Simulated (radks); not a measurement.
The mean radii <r> (bohr) of the occupied orbitals of an atom or ion are listed with their occupations. All-electron calculation, Dirac Kohn-Sham, PW91, spin-unpolarised, spherical densities, finite nucleus; Fermi nuclear charge, rms radius of each element as measured or else 0.836 A^(1/3) + 0.57 fm. Program: a radial shooting solver on a logarithmic mesh with Libxc functionals.

| orbital | occ. | <r> |
|---|---|---|
| 1s1/2 | 2 | 0.1036 |
| 2s1/2 | 2 | 0.5198 |
| 2p1/2 | 2 | 0.4837 |
| 2p3/2 | 4 | 0.4859 |
| 3s1/2 | 2 | 1.894 |
| 3p1/2 | 1 | 2.365 |
| 3p3/2 | 2 | 2.375 |

Name the element and its charge. Open shells, if any, are shared by 2j + 1.

Answer. Z = 15, phosphorus, charge 0: P in [Ne] 3s2 3p3. The 1s radius gives Z: for a bare nucleus <r> = (2 gamma + 1)/(2Z) with gamma = sqrt(1 - (Z/c)^2), 0.0996 bohr for Z = 15, and screening makes it slightly larger (0.1036 here). The occupations add up to 15, and the charge is Z minus that.
